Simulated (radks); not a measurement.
Tm56+, configuration [Ne] 3s2 3p1.

Method: Dirac Kohn-Sham, PBE, spin-unpolarised, spherical densities, point nucleus; open shells are shared between the two j in proportion to 2j + 1; computed with a radial shooting solver on a logarithmic mesh with Libxc functionals.

Energy parts (hartree):
part                       energy
total                 -10130.9370
kinetic                11494.9025
electron-nucleus      -22433.7197
Hartree                  946.3169
exchange-correlation    -138.4367

Orbitals (lengths in bohr, moments of r in powers of bohr):
[
 {"orbital": "1s1/2", "occ.": "2", "eigenvalue (hartree)": "-2338.278", "<r^2>": "0.0005476", "<r^4>": "8.048e-07", "<r>": "0.02000"},
 {"orbital": "2s1/2", "occ.": "2", "eigenvalue (hartree)": "-520.5996", "<r^2>": "0.008201", "<r^4>": "0.0001156", "<r>": "0.08311"},
 {"orbital": "2p1/2", "occ.": "2", "eigenvalue (hartree)": "-505.5781", "<r^2>": "0.005884", "<r^4>": "0.00006983", "<r>": "0.06901"},
 {"orbital": "2p3/2", "occ.": "4", "eigenvalue (hartree)": "-468.4469", "<r^2>": "0.007019", "<r^4>": "0.00009502", "<r>": "0.07609"},
 {"orbital": "3s1/2", "occ.": "2", "eigenvalue (hartree)": "-211.4584", "<r^2>": "0.04598", "<r^4>": "0.003096", "<r>": "0.2006"},
 {"orbital": "3p1/2", "occ.": "0.333333", "eigenvalue (hartree)": "-206.0768", "<r^2>": "0.04128", "<r^4>": "0.002601", "<r>": "0.1886"},
 {"orbital": "3p3/2", "occ.": "0.666667", "eigenvalue (hartree)": "-196.2109", "<r^2>": "0.04581", "<r^4>": "0.003168", "<r>": "0.1991"}
]

The highest occupied level is 3p3/2 at -5339.2 eV. The density falls to 0.001 e/bohr^3 at r = 0.58 bohr.
